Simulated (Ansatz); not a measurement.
`[SeH][Sn]([SeH])([SeH])[SeH]` and `[SeH][Ge]([SeH])([SeH])[SeH]` differ in one element.

Ansatz, PBE0-D4/def2-TZVP geometries, multiplicity 1. Each molecule was computed in one conformer, which needn't be the lowest.

Elements past krypton have def2 core potentials. Scalar relativity is left out up to krypton.

```
                                                                                  property  `[SeH][Sn]([SeH])([SeH])[SeH]`
ideal-gas entropy at 298 K and 1 bar (rigid rotor, harmonic PBE0-D4/def2-TZVP) / J/(mol·K)                             501
                                                     LUMO energy (ωB97M-V/def2-TZVPP) / eV                           -0.58
                                                       LUMO energy (B3LYP/def2-TZVPP) / eV                           -2.63
                                                         LUMO energy (PBE/def2-TZVPP) / eV                           -3.13
                                            size of the dipole moment (PBE/def2-TZVPP) / D                            1.19
                                          size of the dipole moment (B3LYP/def2-TZVPP) / D                            1.21
```

**Question.** What does the change do to each property? (An estimate is asked.)

**Answer.** Computed: 
```
                                                                                  property  `[SeH][Ge]([SeH])([SeH])[SeH]`  shift
ideal-gas entropy at 298 K and 1 bar (rigid rotor, harmonic PBE0-D4/def2-TZVP) / J/(mol·K)                             475    -26
                                                     LUMO energy (ωB97M-V/def2-TZVPP) / eV                           -0.14   0.44
                                                       LUMO energy (B3LYP/def2-TZVPP) / eV                           -2.21   0.42
                                                         LUMO energy (PBE/def2-TZVPP) / eV                           -2.75   0.38
                                            size of the dipole moment (PBE/def2-TZVPP) / D                            1.29   0.10
                                          size of the dipole moment (B3LYP/def2-TZVPP) / D                            1.32   0.11
```

With PBE0 the HOMO rises by 0.08 eV and the LUMO rises by 0.42 eV, so the gap widens by about 0.34 eV. PBE moves the HOMO by 0.08 eV and ωB97M-V by 0.08 eV. Dipoles are sizes alone; their direction can turn. Modes under 60 cm⁻¹, often nearly free rotors, make the harmonic entropy too high.

B3LYP here is the variant with VWN-RPA as its local correlation; programs differ in this.

Spin–orbit coupling is left out; it splits and shifts lone-pair levels of the heavy atoms by tenths of an eV.
